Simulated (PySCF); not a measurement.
F3H4NSi2, SMILES F[Si](F)(N[SiH3])F.

Geometry optimised at B3LYP-D3(BJ)/def2-SVP. Other conformers were not sampled.

Calculation: HF/def2-TZVP in PySCF.

Symmetry labels are those of the subgroup Cs that the program uses (full group Cs).

### Question
List the valence orbital energies around the gap with their symmetry. (The exact figures need the calculation; the answer reports its results.)

### Answer

| orbital | symmetry | energy (eV) |
|---|---|---|
| HOMO−7 | A' | -18.16 |
| HOMO−6 | A" | -18.05 |
| HOMO−5 | A" | -17.64 |
| HOMO−4 | A' | -17.51 |
| HOMO−3 | A' | -15.46 |
| HOMO−2 | A" | -14.28 |
| HOMO−1 | A' | -13.48 |
| HOMO | A" | -12.01 |
| LUMO | A' | 2.67 |
| LUMO+1 | A' | 4.18 |
| LUMO+2 | A" | 4.24 |
| LUMO+3 | A' | 4.26 |
